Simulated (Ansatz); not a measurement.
Ga₅F. The state is a singlet with charge 0. Geometry PBE-D4/def2-SVP, basis def2-TZVP, Ansatz.

```xyz
6

Ga    0.689   -1.631    1.748
Ga    0.441    0.596   -0.113
Ga    2.303    0.341    1.547
Ga   -1.167   -1.442    0.152
Ga   -1.939    0.436   -1.820
F    -0.328    1.701   -1.515
```

| run | HOMO (eV) | LUMO (eV) |
| --- | --- | --- |
| A | -4.89 | -2.98 |
| B | -4.49 | -3.44 |
| C | -4.74 | -3.23 |
| D | -4.71 | -3.48 |
| E | -5.09 | -2.89 |

B3LYP takes the VWN-RPA correlation. HSE06 is defined as in plane-wave codes, on full-range PBE exchange. Another isomer (singlet) lies 0.33 eV lower at PBE0-D4/def2-TZVP; other spin states weren't run for this one.

**Question.** The runs used B3LYP, HSE06, PBE, PBE0, r2SCAN. Estimate which is which.

**Answer.** A B3LYP (20 % exact exchange); B PBE (0 % exact exchange); C HSE06 (range-separated); D r2SCAN (0 % exact exchange); E PBE0 (25 % exact exchange). Exact exchange lowers occupied and raises empty levels; among semilocal functionals meta-GGAs tend to open the gap a little, and such runs are hard to tell apart. The gap grows from 1.05 eV (PBE) to 2.20 eV (PBE0). The restricted singlet is unstable towards broken spin symmetry in Hartree–Fock (as tested in another run); at B3LYP-D4/def2-TZVP, PBE-D4/def2-TZVP, HSE06-D4/def2-TZVP, r2SCAN-D4/def2-TZVP and others this wasn't settled.
